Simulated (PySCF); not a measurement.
SMILES [Ge]=[OH+] (charge +1) at its B3LYP/def2-SVP optimised geometry (Å):

```
3

O      0.3527     0.0000     0.0000
Ge    -1.3244     0.0000     0.0000
H      1.3244     0.0000     0.0000
```

Method: B3LYP/def2-TZVP (PySCF).

Map of the electrostatic potential (hartree/e), clipped to [0.09, 0.29] on the plane z = 1.2 Å:

```
|.....:::::::::........       |
|...::::::::::::::......      |
|.:::::-------::::::......    |
|:::------------:::::......   |
|::---========----:::::.....  |
|:--===++++++===----:::::.... |
|--==++******++==----:::::... |
|-==++*######*++==-----::::...|
|-=++*#%%@@@%#*++===-----:::..|
|==+*#%@@@@@@%#*+======---::..|
|=+*#%@@@@@@@@%*++======--:::.|
|=+*#@@@@@@@@@@#*++++++==--::.|
|++#%@@@@@@@@@@#*+++**++==-::.|
|+*#%@@@@@@@@@@%*******++=--::|
|+*#%@@@@@@@@@@%*******++=--::|
|+*#%@@@@@@@@@@%*******++=--::|
|++#%@@@@@@@@@@#*+++**++==-::.|
|=+*#@@@@@@@@@@#*++++++==--::.|
|=+*#%@@@@@@@@%*++======--:::.|
|==+*#%@@@@@@%#*+======---::..|
|-=++*#%%@@@%#*++===-----:::..|
|-==++*######*++==-----::::...|
|--==++******++==----:::::... |
|:--===++++++===----:::::.... |
|::---========----:::::.....  |
|:::------------:::::......   |
|.:::::-------::::::......    |
|...::::::::::::::......      |
|.....:::::::::........       |
```
Scale: ten equal steps from 0.093 (start of ' ') to 0.288 (end of '@'), in the order ' .:-=+*#%@'; x runs from -3.50 to 3.50, y from -3.50 (bottom) to 3.50 (top).
